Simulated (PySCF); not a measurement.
InGa⁺ from Hartree–Fock to correlated methods

State: ²Σ⁺ (doublet), unpaired electrons σ ↑. Set-up: In cc-pVDZ-PP with ECP28, Ga cc-pVDZ-PP with ECP10; scalar-relativistic core potentials (PySCF 2.14). De refers to In⁺ + Ga in their high-spin ground configurations, without counterpoise correction. The functionals are run spin-unrestricted. A positive dipole points towards Ga; it is taken about the centre of mass and depends on that origin.

```csv
Level,Re (Å),ωe (cm⁻¹),De (eV),μ (D)
UHF,3.500,80.2,0.94,1.36
UHF-MP2,3.403,85.8,1.08,n/a
UHF-SCS-MP2,3.433,83.5,1.03,n/a
UHF-CCSD,3.418,86.1,1.06,n/a
UHF-CCSD(T),3.404,87.3,1.09,n/a
LDA,3.362,82.2,1.58,1.59
PBE,3.492,74.6,1.39,1.52
PW91,3.481,75.3,1.41,1.53
r²SCAN,3.437,78.6,1.36,1.46
PBE0,3.425,81.2,1.31,1.46
M06,3.463,80.4,1.40,1.57
HSE06,3.430,80.4,1.34,1.48
```

**Question.** Which functional lies closest to UHF-CCSD(T) in De, which farthest, and by how much do they differ from it?

**Answer.** Closest is PBE0 (+2.1 pm in Re, -7.0 % in ωe, +0.22 eV in De against UHF-CCSD(T) in the same basis), farthest LDA (-4.2 pm in Re, -5.8 % in ωe, +0.49 eV in De). CCSD(T) converges more slowly with the basis than the functionals do and binds too weakly in this one, so the order can change at the basis-set limit.

**Question.** What does a quarter of exact exchange do here, going from PBE to PBE0?

**Answer.** PBE0 less PBE: -6.7 pm in Re, +8.8 % in ωe, -0.08 eV in De. Exact exchange removes part of the self-interaction that spreads semilocal densities, and in most molecules shortens and stiffens the bond and lowers De; so it does here.

**Question.** What does the step from GGA to meta-GGA do here, going from PBE to r²SCAN?

**Answer.** r²SCAN less PBE: -5.5 pm in Re, +5.4 % in ωe, -0.03 eV in De. 

Correlated steps freeze 8 core orbitals. Correlated levels converge slowly with the basis: in double zeta they bind strong bonds too weakly, by up to about 1 eV, and carry superposition errors of some tenths. These are scalar-relativistic numbers at best; spin–orbit coupling would shift them, the dissociation energy most. For an ion De counts to the pair picked by the measured ionisation energies or electron affinities, which need not be the lowest pair at this level. The state was picked by a PBE0 search and need not be the measured ground state.
